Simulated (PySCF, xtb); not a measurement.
Si(F)3(SH) (F3HSSi), SMILES F[Si](F)(F)S.

xtb with GFN2-xTB at its own geometry gives an orbital gap of 5.55 eV and a dipole moment of 1.69 D.

Geometry: PBE0-D3(BJ)/def2-SVP. Other conformers were not sampled.

What does PBE/def2-TZVP (PySCF) give? (Estimate from the structure and the level; the computed values follow.)

gap 6.08 eV (levels -7.29 and -1.21 eV), dipole 1.66 D.
